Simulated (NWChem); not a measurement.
System: C₂H₈BN; SMILES CBNC

Input file for NWChem:

```
start job
memory heap 200 mb stack 900 mb global 1100 mb
geometry units angstroms noautoz
  B     -0.708034    -0.687847     0.138280
  H     -1.839603    -1.127362     0.293735
  C      0.515688    -1.682392     0.052120
  H      1.514247    -1.221802    -0.089090
  H      0.353517    -2.403027    -0.778927
  H      0.556134    -2.305426     0.972146
  N     -0.614079     0.711697     0.049387
  C      0.557086     1.547729    -0.132752
  H     -1.483610     1.245260     0.120273
  H      0.700606     2.253441     0.715114
  H      0.494809     2.154304    -1.063180
  H      1.464260     0.919334    -0.202720
end
basis spherical
  * library pcseg-2
end
dft
  xc b3lyp
  iterations 150
  semidirect filesize 400000000
  mulliken
end
task dft energy
```

Output (shortened):

```
             Northwest Computational Chemistry Package (NWChem) 7.3.0
             --------------------------------------------------------

 CS  symmetry detected

                             Geometry "geometry" -> ""
                             -------------------------

 Output coordinates in angstroms (scale by  1.889725989 to convert to a.u.)

  No.       Tag          Charge          X              Y              Z
 ---- ---------------- ---------- -------------- -------------- --------------
    1 B                    5.0000    -0.72802576    -0.69718896     0.00000000
    2 H                    1.0000    -1.86967148    -1.13813471     0.00000000
    3 C                    6.0000     0.49814848    -1.69244549     0.00000000
    4 H                    1.0000     1.50601446    -1.23048267     0.00000000
    5 H                    1.0000     0.43302130    -2.36535232    -0.88272819
    6 H                    1.0000     0.43302130    -2.36535232     0.88272819
    7 N                    7.0000    -0.62540428     0.70456770     0.00000000
    8 C                    6.0000     0.55837909     1.54266585     0.00000000
    9 H                    1.0000    -1.49767371     1.23836964     0.00000000
   10 H                    1.0000     0.60304104     2.19984454     0.89645275
   11 H                    1.0000     0.60304104     2.19984454    -0.89645275
   12 H                    1.0000     1.46799940     0.91391205     0.00000000

 Effective nuclear repulsion energy (a.u.)     114.8912650355

      Symmetry information
      --------------------

 Group name             Cs
 Group number              2
 Group order               2
 No. of unique centers    10

                                 NWChem DFT Module
                                 -----------------

 Summary of "ao basis" -> "ao basis" (spherical)
 ------------------------------------------------------------------------------
       Tag                 Description            Shells   Functions and Types
 ---------------- ------------------------------  ------  ---------------------
 B                          pcseg-2                 10       30   4s3p2d1f
 H                          pcseg-2                  6       14   3s2p1d
 C                          pcseg-2                 10       30   4s3p2d1f
 N                          pcseg-2                 10       30   4s3p2d1f

      Symmetry analysis of basis
      --------------------------

        a'        148
        a"         84

            General Information
            -------------------
          SCF calculation type: DFT
          Wavefunction type:  closed shell.
          No. of atoms     :    12
          No. of electrons :    32
           Alpha electrons :    16
            Beta electrons :    16
          Charge           :     0
          Spin multiplicity:     1
          Use of symmetry is: on ; symmetry adaption is: on
          Maximum number of iterations: 150
          AO basis - number of functions:   232
                     number of shells:    88
          Convergence on energy requested:  1.00D-06
          Convergence on density requested:  1.00D-05
          Convergence on gradient requested:  5.00D-04

              XC Information
              --------------
                         B3LYP Method XC Potential
                     Hartree-Fock (Exact) Exchange  0.200
                        Slater Exchange Functional  0.800 local
                    Becke 1988 Exchange Functional  0.720 non-local
              Lee-Yang-Parr Correlation Functional  0.810
                  VWN I RPA Correlation Functional  0.190 local

             Grid Information
             ----------------
          Grid used for XC integration:  medium
          Radial quadrature: Mura-Knowles
          Angular quadrature: Lebedev.
          Tag              B.-S. Rad. Rad. Pts. Rad. Cut. Ang. Pts.
          ---              ---------- --------- --------- ---------
          B                   0.85       49          11.0       434
          H                   0.35       45          13.0       434
          C                   0.70       49          12.0       434
          N                   0.65       49          11.0       434
          Grid pruning is: on
          Number of quadrature shells:   466
          Spatial weights used:  Erf1

      Superposition of Atomic Density Guess
      -------------------------------------

 Sum of atomic energies:        -158.17566762

      Non-variational initial energy
      ------------------------------

 Total energy =    -160.641406
 1-e energy   =    -437.890884
 2-e energy   =     162.358212
 HOMO         =      -0.330740
 LUMO         =       0.032511

      Symmetry analysis of molecular orbitals - initial
      -------------------------------------------------

  Numbering of irreducible representations:

     1 a'          2 a"

  Orbital symmetries:

     1 a'          2 a'          3 a'          4 a'          5 a'
     6 a'          7 a'          8 a'          9 a'         10 a"
    11 a'         12 a"         13 a'         14 a'         15 a'
    16 a"         17 a"         18 a'         19 a'         20 a'
    21 a"         22 a'         23 a'         24 a"         25 a'
    26 a'

------------------------------------------------------------
EAF file 0: "./job.aoints.0" size=699924480 bytes
------------------------------------------------------------
               write      read    awrite     aread      wait
               -----      ----    ------     -----      ----
     calls:     1335         0         0         0         0
   data(b): 7.00e+08  0.00e+00  0.00e+00  0.00e+00
   time(s): 0.00e+00  0.00e+00  0.00e+00  0.00e+00  0.00e+00
rate(mb/s): 0.00e+00  0.00e+00
------------------------------------------------------------

     ---------------------------------------------
      Total Density - Mulliken Population Analysis
     ---------------------------------------------

    Atom       Charge   Shell Charges
 -----------   ------   -------------------------------------------------------
    1 B    5     4.48   2.00  0.57  0.24  0.10  0.86  0.58  0.05  0.02  0.07  0.01
    2 H    1     1.10   0.40  0.55  0.13  0.00  0.02  0.00
    3 C    6     6.47   2.00  0.58  0.47  0.14  1.37  1.54  0.34  0.00  0.02  0.00
    4 H    1     0.92   0.38  0.45  0.04  0.01  0.04  0.00
    5 H    1     0.90   0.37  0.44  0.04  0.01  0.04  0.00
    6 H    1     0.90   0.37  0.44  0.04  0.01  0.04  0.00
    7 N    7     7.73   2.00  0.60  0.69  0.16  1.65  1.99  0.59  0.00  0.04  0.00
    8 C    6     5.88   2.00  0.57  0.40  0.11  1.24  1.25  0.26  0.01  0.04  0.00
    9 H    1     0.77   0.35  0.32  0.03  0.01  0.05  0.01
   10 H    1     0.94   0.39  0.46  0.05  0.01  0.03  0.00
   11 H    1     0.94   0.39  0.46  0.05  0.01  0.03  0.00
   12 H    1     0.97   0.39  0.48  0.05  0.01  0.04  0.00

   convergence    iter        energy       DeltaE   RMS-Dens  Diis-err
 ---------------- ----- ----------------- --------- --------- ---------
 d= 0,ls=0.0,diis     1   -160.6944875386 -2.76D+02  2.37D-03  4.99D-01
 d= 0,ls=0.0,diis     2   -160.7288102984 -3.43D-02  1.18D-03  1.67D-01
 d= 0,ls=0.0,diis     3   -160.7362440340 -7.43D-03  5.26D-04  1.05D-01
 d= 0,ls=0.0,diis     4   -160.7466104702 -1.04D-02  1.19D-04  2.47D-03
 d= 0,ls=0.0,diis     5   -160.7468908229 -2.80D-04  2.78D-05  1.56D-04
  Resetting Diis
 d= 0,ls=0.0,diis     6   -160.7469110924 -2.03D-05  4.02D-06  2.20D-06
 d= 0,ls=0.0,diis     7   -160.7469113531 -2.61D-07  1.68D-06  8.77D-08

         Total DFT energy =     -160.746911353068
      One electron energy =     -442.479181571772
           Coulomb energy =      191.674341911678
    Exchange-Corr. energy =      -24.833336728517
 Nuclear repulsion energy =      114.891265035543

 Numeric. integr. density =       31.999987772219

                  Occupations of the irreducible representations
                  ----------------------------------------------

                     irrep           alpha         beta
                     --------     --------     --------
                     a'               13.0         13.0
                     a"                3.0          3.0

                       DFT Final Molecular Orbital Analysis
                       ------------------------------------

 Vector   14  Occ=2.000000D+00  E=-3.525547D-01  Symmetry=a'
              MO Center= -6.6D-02, -1.1D+00, -1.2D-15, r^2= 2.9D+00
   Bfn.  Coefficient  Atom+Function         Bfn.  Coefficient  Atom+Function
  ----- ------------  ---------------      ----- ------------  ---------------
    50      0.266697   3 C  py                6     -0.219731   1 B  py
   122      0.192522   7 N  py               53      0.191489   3 C  py
   125      0.141182   7 N  py               90     -0.123856   5 H  s
   104     -0.123856   6 H  s                89     -0.119566   5 H  s
   103     -0.119566   6 H  s                31      0.109176   2 H  s

 Vector   15  Occ=2.000000D+00  E=-3.067437D-01  Symmetry=a'
              MO Center= -6.2D-01, -1.0D+00, -3.5D-16, r^2= 2.5D+00
   Bfn.  Coefficient  Atom+Function         Bfn.  Coefficient  Atom+Function
  ----- ------------  ---------------      ----- ------------  ---------------
     5      0.289730   1 B  px               49     -0.225410   3 C  px
    32     -0.214918   2 H  s                31     -0.208924   2 H  s
     8      0.182378   1 B  px               52     -0.162954   3 C  px
    33     -0.147685   2 H  s                76     -0.119045   4 H  s
    50      0.116620   3 C  py               75     -0.106586   4 H  s

[...]
```

Level: B3LYP/pcseg-2. All runs use the structure optimised with PBE-D3(BJ)/def2-SVP.
